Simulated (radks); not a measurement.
The numbers below are computed, except where a source is named.
Spherical jellium clusters: N electrons in a uniform positive sphere of charge N and radius rs N^(1/3), rs = 2.53 bohr. Level of theory: non-relativistic Kohn-Sham, PBE, spin-polarised, spherical densities (a radial shooting solver with Libxc functionals). Levels are named by radial order and angular momentum (1s, 1p, 1d, 2s, ...), and open shells are averaged over m.

N = 15, configuration 1s2 1p6 1d(up 5, down 1) 2s(up 1, down 0). This is the lowest configuration that the search found. Occupied and some empty levels:

level    occupation  eigenvalue (eV)  <r> (bohr)
1s up             1          -9.0516       3.923
1s down           1          -8.3690       3.916
1p up             3          -6.7684       4.858
1p down           3          -6.0705       4.757
1d up             5          -4.1370       5.620
2s up             1          -3.4763       5.215
1d down           1          -3.3316       5.583
2s down           0          -2.5030       5.682
1f up             0          -1.3432       6.612
2p up             0          -1.0686       8.074
1f down           0         -0.53256       6.889

Energy (eV): total -16.7235, kinetic 58.764, external -1131.0, Hartree 545.51, exchange-correlation -78.776, background 588.75.

Electron density:

r (bohr)  n(r) (e/bohr^3)
0.213             0.01552
0.748             0.01523
1.28              0.01481
1.82              0.01459
2.35              0.01472
2.89              0.01512
3.42              0.01543
3.96              0.01515
4.49              0.01392
5.03              0.01171
5.56             0.008869
6.10             0.006022
6.63             0.003711
7.17             0.002135
7.70             0.001178
8.24            0.0006337
8.77            0.0003373
9.31            0.0001789
9.84           0.00009484
10.4           0.00005006
